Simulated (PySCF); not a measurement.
## TDDFT excited states: C5H6BrF3

Species: C5H6BrF3.
InChI=1S/C5H6BrF3/c6-4-2-1-3(4)5(7,8)9/h3-4H,1-2H2/t3-,4+/m1/s1

The calculation used TDDFT CAM-B3LYP/def2-SVPD, vertical, gas phase, core orbitals frozen in the response in PySCF 2.14.0, density-fitted response routines. Geometry: PBE0-D3(BJ)/def2-SVP, one conformer, isolated molecule. Relativistic effects, spin–orbit coupling among them, are left out although an element past zinc is present. Torsions of this conformer, `[F:1][C:2]([F:3])([F:4])[C@@H:5]1[CH2:6][CH2:7][C@@H:8]1[Br:9]`: F1–C2–C5–C6 -67°.

| state | E (eV) | λ (nm) | f | main configurations (H = HOMO, L = LUMO) |
| --- | --- | --- | --- | --- |
| S1 | 6.22 | 199.5 | 0.0015 | H→L (86%) |
| S2 | 6.28 | 197.4 | 0.0011 | H-1→L (86%) |
| S3 | 7.51 | 165.1 | 0.037 | H→L+1 (76%), H→L+2 (14%) |
| S4 | 7.60 | 163.2 | 0.052 | H-1→L+1 (77%), H-1→L+2 (14%) |
| S5 | 8.17 | 151.8 | 0.042 | H→L+3 (71%) |
| S6 | 8.26 | 150.1 | 0.036 | H-1→L+3 (68%), H-1→L+4 (9%) |

The lowest singlet comes at 199 nm (600 kJ/mol) in the vacuum ultraviolet; it is very weak; its leading configuration is HOMO→LUMO (86%). The most intense listed level is S4 at 7.60 eV (163 nm, f = 0.052), 1.38 eV above S1. Löwdin shares by element: HOMO bromine 78%, carbon 10% or more; LUMO bromine 60%, carbon 19% or more (atoms not listed hold the other 21%). The oscillator strengths of these states sum to 0.169; summed over the whole spectrum of an exact calculation they would give the number of electrons, 98 (Thomas–Reiche–Kuhn). Orbital energies (eV): HOMO-3 -11.43, HOMO-2 -11.07, HOMO-1 -9.42, HOMO -9.35, LUMO 0.74, LUMO+1 0.97, LUMO+2 1.57. Weighted by f, the mean energy of these states is 7.84 eV. Only the lowest 6 singlets were computed, as vertical energies without vibronic structure.
